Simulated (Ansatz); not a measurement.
Molecule: dibromo(dimethoxy)germane, C$_{2}$H$_{6}$Br$_{2}$GeO$_{2}$ (charge 0, singlet). 
Coordinates optimised at B3LYP-D3(BJ)/def2-TZVP (Ansatz, a quantum-chemistry and plane-wave program):
```
Ge
O 1 1.7526
C 2 1.4314 1 119.57
H 3 1.0891 2 106.59 1 -179.51
H 3 1.0920 4 109.28 2 120.34
H 3 1.0930 4 108.96 5 119.46
O 1 1.7607 2 107.66 3 -59.76
C 7 1.4267 1 121.10 2 178.54
H 8 1.0893 7 106.88 1 -179.05
H 8 1.0930 9 109.03 7 -120.51
H 8 1.0931 9 108.98 10 -119.15
Br 1 2.2957 2 107.44 3 -179.95
Br 1 2.3200 2 111.23 3 59.29
```

Wanted: vertical triplet-singlet gap (E(triplet) - E(singlet); each state is the SCF solution reached for its spin; for the triplet the Hartree-Fock reference is unstable and T1 is 0.022), in kcal/mol. Valence correlation only, unless marked. UHF or UKS for open shells. No spin-orbit coupling. Frozen are the shells of the preceding noble gas and the d and f shells that filled before the atom's block. Non-relativistic.  The program attaches cautions to a run behind CCSD(T)/aug-cc-pVDZ: other roots.

```tsv
level	program	vertical triplet-singlet gap (kcal/mol)
HF/aug-cc-pVQZ	Ansatz	131.8
PBE/def2-TZVPD	Ansatz	102.3
B3LYP/def2-TZVPD	Ansatz	114.3
BHLYP/def2-TZVPD	Ansatz	127.4
RI-MP2/aug-cc-pVTZ	Ansatz	140.7
CCSD(T)/aug-cc-pVDZ	Ansatz	131.3
```
